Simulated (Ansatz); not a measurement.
Calculated with Ansatz (gas phase, PBE0-D4/def2-TZVP geometries, no zero-point term in ΔE). CCSD(T)/CBS adds triple-zeta CCSD(T) − MP2 to the extrapolated MP2 energy (def2 sets, frozen cores). This one scheme is used for every species. DFT in def2-TZVPP. Triplets are unrestricted, without spin–orbit coupling.

Reaction (formal loss of a carbene): `C[Si](C)(F)Cl` → `C[SiH](F)Cl` + `[CH2]` (triplet)

(1) Is it downhill or uphill in electronic energy at CCSD(T)/CBS, and by how much? (Best estimate.)

(2) What do these levels give: r2SCAN-D4, r2SCANh-D4, r2SCAN0, CAM-B3LYP, HF/def2-QZVPP, MP2/def2-QZVPP? (An estimate is asked.)

Largest T1 diagnostic among the species: 0.011.

## Answers

(1) Ansatz gave: Uphill: ΔE = +490.8 kJ/mol.

(2) Computed: r2SCAN-D4 471.9, r2SCANh-D4 470.2, r2SCAN0 465.3, CAM-B3LYP 480.9, HF/def2-QZVPP 337.7, MP2/def2-QZVPP 499.9 kJ/mol.

The D4 term adds +12.4 kJ/mol with B3LYP and +6.8 kJ/mol with PBE0; it sums over pairs of atoms, weighted by their polarisabilities, and B3LYP, whose exchange is more repulsive, gets the larger term. From r2SCAN to r2SCAN0 (25 % exact exchange), in def2-TZVPP and without D4, ΔE moves by −4.5 kJ/mol. Leaving LDA and LC-ωPBE aside and taking each functional with its dispersion term where it has one, the values, not all of them listed here, spread over 33.0 kJ/mol, from r2SCAN0-D4 to ωB97X-V. LDA lies +73.9 kJ/mol from PBE without D4.

B3LYP here is the variant with VWN-RPA as its local correlation; programs differ in this.
